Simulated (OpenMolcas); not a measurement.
**4s² 4p³ along the 33-electron sequence**

```
Program             : OpenMolcas 26.06
Method              : CASSCF
Basis               : ANO-R3
Scalar Hamiltonian  : X2C, finite nucleus
Spin-orbit coupling : RASSI with atomic mean-field integrals over the reference wave functions, term energies averaged over their components
```

Active space for each ion: 5 electrons in 4 orbitals (4s 4p).

Computed levels in cm-1 above ⁴S°_3/2:

```tsv
Level	As	Se+	Br2+	Kr3+
²D°_3/2	14395	17297	19616	21551
²D°_5/2	14687	17915	20700	23261
²P°_1/2	20415	25069	29186	32985
²P°_3/2	20740	25784	30484	35099
weight of ⁴S° in the lowest level (%)	100	99	99	98
```

Measured, with the error of the calculation in %. Measured levels: As, Se+ from NIST Handbook of Basic Atomic Spectroscopic Data; Br2+ from Moore, Atomic Energy Levels, vol. II, NSRDS-NBS 35 (1971 reprint of NBS Circular 467, 1952); Kr3+ from Saloman, J. Phys. Chem. Ref. Data 36, 215 (2007).

| Level | As | Se+ | Br2+ | Kr3+ |
| --- | --- | --- | --- | --- |
| ²D°_3/2 | 10593 (+35.9) | 13168 (+31.4) |  | 17038 (+26.5) |
| ²D°_5/2 | 10915 (+34.6) | 13784 (+30.0) |  | 18700 (+24.4) |
| ²P°_1/2 | 18186 (+12.3) | 23038 (+8.8) | 26915 (+8.4) | 31056 (+6.2) |
| ²P°_3/2 | 18648 (+11.2) | 23895 (+7.9) | 28579 (+6.7) | 33406 (+5.1) |

²D°_3/2 changes by a factor of 1.5 over the same range, with steps per unit of Z of +2900, +2320, +1940 cm-1.

Without dynamic correlation excited terms often stand tens of per cent too high (terms of higher spin than the ground term too low), and those without a measured partner can miss by more than the paired ones (holds for As; Se+). Measured partners are found by configuration, term and J. A level has none where our copy of the source lacks it or the pairing is in doubt (some pairs that miss far off the trend of their configuration count as doubtful), and it then counts in no deviation. Levels of configurations outside the active space are missing.

° marks odd parity.
